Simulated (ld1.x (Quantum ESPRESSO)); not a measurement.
**fluorine: variants of one PAW potential**

Base potential:

| Property | Result |
| --- | --- |
| Element | F |
| Generator | ld1.x (Quantum ESPRESSO) 7.5 |
| Type | PAW |
| Functional | PBEsol |
| Relativity | scalar-relativistic |
| Frozen core | [He] |
| Valence charge | 7 |
| Reference configuration | 2s2 2p3 (charge +2) |
| Partial waves | 2s (bound): rcut 0.55, rcutus 0.70 bohr; 2s channel at -4.65 Ry: rcut 0.55, rcutus 0.70 bohr; 2p (bound): rcut 1.05, rcutus 1.25 bohr; 2p channel at -1.65 Ry: rcut 1.05, rcutus 1.25 bohr; 3d channel at 0.3 Ry: rc 1.05 bohr |
| Local potential | the d channel |
| Core correction | Bessel-smoothed model core, default radius (core density twice the valence density) |
| Augmentation charge | BESSEL, radius 0.60 bohr |

All-electron outer shells of the reference configuration (PBEsol, scalar-relativistic, ld1.x):

```json
{"shell": "2s", "level (eV)": "-67.75", "outermost node (bohr)": "0.24", "outermost maximum (bohr)": "0.73"}
{"shell": "2p", "level (eV)": "-48.88", "outermost node (bohr)": "–", "outermost maximum (bohr)": "0.66"}
```

Cutoffs, loose and tight: the cutoffs (Ry, on a coarse ladder) from which the occupation-weighted sum of valence levels, in a spherical-Bessel basis at the reference potential, stays within 10 and 1 mRy of its value at 400 Ry. They do not see the model core or the augmentation charge, which bear on the density cutoff. Test errors are all-electron minus pseudo excitation energies from the reference, over the configurations 2s2 2p5; 2s2 2p4; 2s2 2p2; 2s2 2p1; 2s1 2p5; 2s2 2p5.3; 2s2 2p4.5. A dash means not determined; rows that change the core or the reference have their own tests.

The default core radius of the base comes out at 0.29 bohr.

```tsv
change	outcome	cutoff, loose	cutoff, tight	bound ghosts	largest test error (meV)
base	generated	60 Ry	120 Ry	none	+54
core correction a·sin(br)/r model core, default radius (ld1.x builds one for every PAW set, though the input has nlcc=.false.)	generated	60 Ry	120 Ry	none	+52
core correction Bessel-smoothed model core inside 0.26 bohr	generated	60 Ry	120 Ry	none	+54
core correction Bessel-smoothed model core inside 0.32 bohr	generated	60 Ry	120 Ry	none	+54
core correction Bessel-smoothed model core inside 0.42 bohr	generated	60 Ry	120 Ry	none	+52
core correction Bessel-smoothed model core inside 0.50 bohr	generated	60 Ry	120 Ry	none	+49
core correction Bessel-smoothed model core inside 0.56 bohr	generated	60 Ry	120 Ry	none	+48
core correction Bessel-smoothed model core inside 0.64 bohr	generated	60 Ry	120 Ry	none	+47
core correction Bessel-smoothed model core inside 0.72 bohr	generated	60 Ry	120 Ry	none	+48
core correction Bessel-smoothed model core inside 0.78 bohr	generated	60 Ry	120 Ry	none	+49
core correction Bessel-smoothed model core inside 0.84 bohr	generated	60 Ry	120 Ry	none	+50
```
